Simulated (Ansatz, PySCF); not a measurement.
Bi(Cl)2(Me) (CH3BiCl2), SMILES [CH3][Bi]([Cl])[Cl]. Atoms are numbered in the order given.

```xyz
7

Bi    -0.0004    -0.0848     0.4131
Cl     2.0737     0.0887    -0.9624
Cl    -1.4909     1.5217    -0.7794
C     -0.7768    -1.8635    -0.7819
H     -1.8184    -2.0639    -0.4926
H     -0.1388    -2.7365    -0.5829
H     -0.7200    -1.5800    -1.8408
```

Geometry: B3LYP-D3(BJ)/def2-SVP. The structure was generated by enumeration; whether it is a known compound was not checked. The def2 effective core potentials stand for the cores of Bi; spin–orbit coupling is left out.

Two levels are set side by side: PBE-D3(BJ)/def2-SVP (Ansatz, an electronic-structure program) and B3LYP-D3(BJ)/def2-SVP (Ansatz). Each level has its own optimised geometry; the coordinates shown are those of the second. Frequencies come from the Hessian of PySCF at each geometry. Differences are taken from unrounded values.

```csv
quantity,B3LYP-D3(BJ),PBE-D3(BJ),PBE-D3(BJ) minus B3LYP-D3(BJ)
mean bond length (Å),1.761,1.766,0.005
bond Bi1–Cl2 (Å),2.495,2.497,0.002
bond Bi1–Cl3 (Å),2.495,2.497,0.002
bond Bi1–C4 (Å),2.279,2.284,0.004
bond C4–H5 (Å),1.099,1.107,0.008
bond C4–H6 (Å),1.099,1.107,0.008
bond C4–H7 (Å),1.098,1.105,0.008
highest harmonic wavenumber (cm⁻¹),3181,3127,-55
mean harmonic wavenumber (cm⁻¹),1094,1065,-29
zero-point energy (kcal/mol),23.46,22.84,-0.63
```
